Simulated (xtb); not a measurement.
pyrimidine (C₄H₄N₂), SMILES c1cncnc1. All values are semi-empirical tight-binding results from xtb (GFN2-xTB unless named), good for trends rather than for accurate numbers. Geometry optimised at GFN2-xTB.

Optimised geometry:

Bonds (Å): C1–C2 1.388, C1–C6 1.388, C1–H7 1.078, C2–N3 1.324, C2–H8 1.083, N3–C4 1.321, C4–N5 1.321, C4–H9 1.083, N5–C6 1.324, C6–H10 1.083. Bond angles (°): C2–C1–C6 116.1, C2–C1–H7 122.0, C6–C1–H7 122.0, C1–C2–N3 122.1, C1–C2–H8 122.0, N3–C2–H8 116.0, C2–N3–C4 116.6, N3–C4–N5 126.5, N3–C4–H9 116.7, N5–C4–H9 116.7, C4–N5–C6 116.6, C1–C6–N5 122.1, C1–C6–H10 122.0, N5–C6–H10 116.0.
Charge 0, spin multiplicity 1.

Estimate the properties. (The exact figures need the calculation; the answer reports its results.)


The point group as xtb finds it comes out as C2v. The orbital gap comes out as 2.69 eV and the dipole moment is 2.23 D. The zero-point energy comes out as 46.2 kcal/mol and the G − E(el) at 298.15 K (modified RRHO) is 29.4 kcal/mol. The static polarisability (D4 model) is 58.7 bohr³ and the solvation energy, GFN2-xTB/ALPB(water) is -4.3 kcal/mol. The solvation energy, GFN2-xTB/ALPB(dmso) is -5.5 kcal/mol.

Computed IR lines (harmonic; lines under 4 % of the strongest left out, lines within 3 cm⁻¹ merged):
ν (cm⁻¹): 601 (w), 641 (w), 702 (m), 1016 (w), 1095 (w), 1194 (w), 1377 (w), 1558 (m), 1565 (vs), 3049 (m), 3059 (m), 3104 (m) (against the strongest line: vs over 80 %, s over 45 %, m over 15 %, w over 4 %, vw less)

Give the atomic charges and the Wiberg bond orders between heavy atoms. (The exact figures need the calculation; the answer reports its results.)

charges (e) C1 -0.05, C2 0.08, N3 -0.23, C4 0.15, N5 -0.23, C6 0.08, H7 0.04, H8 0.05, H9 0.05, H10 0.05. Bond orders C1–C2 1.43, C2–N3 1.44, N3–C4 1.43, C4–N5 1.43, C1–C6 1.43, N5–C6 1.44.
